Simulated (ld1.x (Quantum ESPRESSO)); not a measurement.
Plane-wave convergence, ultrasoft potential for Ag (Z = 47)

- Element: silver
- Generator: ld1.x (Quantum ESPRESSO) 7.5
- Type: ultrasoft
- Functional: LDA (PZ)
- Relativity: scalar-relativistic
- Frozen core: [Kr]
- Valence charge: 11
- Reference configuration: 4d10 5s0.5 5p0 (charge +0.5)
- Partial waves: 5s (bound): rcut 2.05, rcutus 2.15 bohr; 5s channel at -0.05 Ry: rcut 2.05, rcutus 2.15 bohr; 5p (bound, empty): rcut 2.15, rcutus 2.75 bohr; 5p channel at 1.1 Ry: rcut 2.15, rcutus 2.75 bohr; 4d (bound): rcut 1.50, rcutus 1.60 bohr; 4d channel at -0.1 Ry: rcut 1.50, rcutus 1.60 bohr
- Local potential: all-electron potential smoothed inside 1.65 bohr (lloc = -2)
- Core correction: a·sin(br)/r model core inside 1.40 bohr
- Augmentation charge: built from norm-conserving waves at rcut, not smoothed further

The pseudo-atom Hamiltonian at the reference potential is diagonalised in spherical Bessel functions j_l(qr) that vanish at 20 bohr, with q² up to the cutoff. All-electron valence levels (Ry): 5s -0.5930, 5p -0.2570, 4d -0.8546.

Problem. How do the lowest levels (Ry) of each channel move with the cutoff, and are there ghosts?

Solution.

| cutoff (Ry) | s #1 | p #1 | d #1 | f #1 | Σ f·Δε (mRy) |
| --- | --- | --- | --- | --- | --- |
| 8 | -0.5925 | -0.2570 | -0.0771 | 0.0368 | 7776.0 |
| 12 | -0.5929 | -0.2570 | -0.1326 | 0.0368 | 7220.9 |
| 15 | -0.5929 | -0.2570 | -0.1817 | 0.0368 | 6729.0 |
| 21 | -0.5930 | -0.2570 | -0.4611 | 0.0368 | 3935.3 |
| 25 | -0.5930 | -0.2570 | -0.6302 | 0.0368 | 2244.8 |
| 35 | -0.5931 | -0.2570 | -0.8465 | 0.0368 | 81.8 |
| 45 | -0.5931 | -0.2570 | -0.8538 | 0.0368 | 8.6 |
| 50 | -0.5931 | -0.2570 | -0.8539 | 0.0368 | 7.7 |
| 60 | -0.5931 | -0.2570 | -0.8543 | 0.0368 | 3.2 |
| 70 | -0.5931 | -0.2570 | -0.8546 | 0.0368 | 0.9 |
| 90 | -0.5931 | -0.2570 | -0.8546 | 0.0368 | 0.6 |
| 400 | -0.5931 | -0.2570 | -0.8546 | 0.0368 | 0.0 |

Result: no extra level below or beside the all-electron valence levels (s, p, d, f tested); 10 mRy is reached at 45 Ry and 1 mRy at 70 Ry.

Its largest configuration-test error is -847 meV.
